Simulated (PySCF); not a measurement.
Molecule: C$_{5}$H$_{9}$O, charge 0, multiplicity 2. It need not be the lowest isomer of its formula. SMILES: O=C(C[CH2])CC
Coordinates optimised at B3LYP-D3(BJ)/def2-TZVP (Ansatz):
```xyz
15

C     -2.2872     0.2100     0.4328
C     -1.4100    -0.7550    -0.2755
C     -0.0023    -0.1460    -0.4326
O      0.3194     0.4243    -1.4456
C      0.9198    -0.2852     0.7613
C      2.2080     0.5145     0.6457
H     -2.6820     1.0661    -0.0954
H     -2.4188     0.1652     1.5044
H     -1.3355    -1.6936     0.2789
H     -1.7749    -0.9580    -1.2837
H      0.3528    -0.0089     1.6560
H      1.1298    -1.3559     0.8736
H      2.8386     0.3566     1.5216
H      1.9969     1.5808     0.5610
H      2.7684     0.2231    -0.2419
```
Charge 0, spin multiplicity 2.

Dispersion corrections to the total energy (kcal/mol) from the dftd3 and dftd4 libraries through PySCF: D3(BJ) without and D4 with the three-body term, each with the damping fitted for the functional named.

```
functional  D3(BJ)      D4
----------  ------  ------
BHLYP        -9.01     ___
TPSSh        -8.11   -8.19
r2SCAN       -2.06   -1.76
CAM-B3LYP    -5.28   -5.56
PW6B95       -3.29   -5.62
revPBE         ___  -22.65
HSE06        -4.45     ___
```

Question: Fill in the missing entries.

Answer: 
- BHLYP, D4: -7.21
- revPBE, D3(BJ): -18.41
- HSE06, D4: -5.15
